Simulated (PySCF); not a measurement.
# The third ionisation energy along the halogens

All values are computed (PySCF 2.14, energy differences of UHF-based or UKS calculations, no spin-orbit coupling). Values in eV. The last column holds reference values (NIST; (s) semi-empirical, (t) theoretical, else measured). Unmarked ones compare directly (S terms, centres of terms, or small fine structure); those marked * lie between the lowest fine-structure levels and include a spin-orbit shift.

```json
{"element": "F (x2c-QZVPPall with one added diffuse shell each of s, p, d, f type, spin-free X2C)", "configurations": "[He] 2s2 2p3 → [He] 2s2 2p2", "LDA": "63.180", "PBE": "62.852", "PBE0": "62.930", "r2SCAN": "63.162", "MP2 (valence and next inner shell)": "62.921", "SCS-MP2 (valence and next inner shell)": "62.642", "reference": "62.708 (s) *"}
{"element": "Cl (x2c-QZVPPall with one added diffuse shell each of s, p, d, f type, spin-free X2C)", "configurations": "[Ne] 3s2 3p3 → [Ne] 3s2 3p2", "LDA": "39.658", "PBE": "39.570", "PBE0": "39.654", "r2SCAN": "39.814", "MP2 (valence and next inner shell)": "39.684", "SCS-MP2 (valence and next inner shell)": "39.478", "reference": "39.8 ± 0.11 (s) *"}
{"element": "Br (x2c-QZVPPall with one added diffuse shell each of s, p, d, f type, spin-free X2C)", "configurations": "[Ar] 3d10 4s2 4p3 → [Ar] 3d10 4s2 4p2", "LDA": "35.303", "PBE": "35.117", "PBE0": "35.229", "r2SCAN": "35.445", "MP2 (valence and next inner shell)": "35.392", "SCS-MP2 (valence and next inner shell)": "35.182", "reference": "34.871 ± 0.019 *"}
{"element": "I (x2c-QZVPPall with one added diffuse shell each of s, p, d, f type, spin-free X2C)", "configurations": "[Kr] 4d10 5s2 5p3 → [Kr] 4d10 5s2 5p2", "LDA": "30.506", "PBE": "30.291", "PBE0": "30.408", "r2SCAN": "30.560", "MP2 (valence and next inner shell)": "30.600", "SCS-MP2 (valence and next inner shell)": "30.400", "reference": "29.57 ± 0.025 *"}
```

"Valence" correlates the outer s and p shells and, in groups 3 to 12 and the f block, the outer d or f shell, open or full, or the next shell where the ion has no valence electron left; the wider scheme adds the next inner shell.
